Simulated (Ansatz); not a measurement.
`[F][GeH2][InH2]` + NH₃ → `[NH2][GeH2][F]` + `[InH3]` at 298.15 K and 1 bar (cleavage of the Ge–In bond).

Calculated with Ansatz (gas phase, PBE0-D4/def2-TZVP geometries, no zero-point term in ΔE). CCSD(T)/CBS adds triple-zeta CCSD(T) − MP2 to the extrapolated MP2 energy (def2 sets, frozen cores). This one scheme is used for every species. Elements past krypton have def2 core potentials. For Ge, In outer-core shells are correlated without core-valence functions, which leaves a few kJ/mol of doubt a bond. Scalar relativity is left out up to krypton. Each species was taken in one conformer, which may not be the lowest.

```csv
species,CCSD(T)/CBS energy (Eh),H − E (kJ/mol),S (J/(mol·K))
`[F][GeH2][InH2]`,-2368.13046,97.0,350.3
NH₃,-56.50880,100.5,192.4
`[NH2][GeH2][F]`,-2233.06137,131.2,294.8
`[InH3]`,-191.56739,54.8,229.0
```

H − E and S are ideal-gas, rigid-rotor, harmonic terms from PBE0-D4/def2-TZVP, for one conformer and one mirror image of each species. 1 Eh = 2625.50 kJ/mol, R = 8.31446 J/(mol·K).

Problem. By hand: ΔE, ΔH, ΔS and ΔG.

Solution. ΔE = (-2233.06137) + (-191.56739) − (-2368.13046) − (-56.50880) = 0.01050 Eh = 27.6 kJ/mol. Δ(H − E) = 131.2 + 54.8 − 97.0 − 100.5 = -11.5, so ΔH = 16.1 kJ/mol. ΔS = 294.8 + 229.0 − 350.3 − 192.4 = -18.9 J/(mol·K). ΔG = 16.1 − 298.15 × (-18.9)/1000 = 21.7 kJ/mol.

Problem. By hand: the equilibrium constant, and the temperature at which ΔG would vanish if ΔH and ΔS stayed fixed.

Solution. log₁₀ K = −ΔG/(RT ln 10) = -3.8. ΔH and −TΔS have one sign here, so there is no such temperature.

TΔS isn't small against ΔH here. A doubt of 5 kJ/mol in ΔE shifts log₁₀ K by 0.9 here. Other conformers and mirror images would add mixing entropy, several J/(mol·K) or more a flexible species. These are equilibria of isolated gas molecules and say nothing of rates. Largest T1 diagnostic: 0.014 (customary marks: 0.02 for closed shells, 0.045 for open ones).
